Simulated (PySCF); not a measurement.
A structure optimised at B3LYP-D3(BJ)/def2-TZVP, used in a PySCF frequency run:

```
C
H 1 1.1032
H 1 1.1032 2 104.45
N 1 1.4375 2 109.57 3 -117.31
H 4 1.0257 1 107.30 2 57.03
C 1 1.5208 2 110.45 3 118.76
H 6 1.0909 1 110.42 2 -177.88
H 6 1.0909 7 107.93 1 120.78
H 6 1.0917 7 108.47 8 117.33
```
Charge 0, spin multiplicity 2.

Q: Write its SMILES, formula and point group.

A: CC[NH], C₂H₆N, Cs

Q: What are its rotational constants (standard atomic weights)?

A: 37.251, 9.3037, 8.1931 GHz
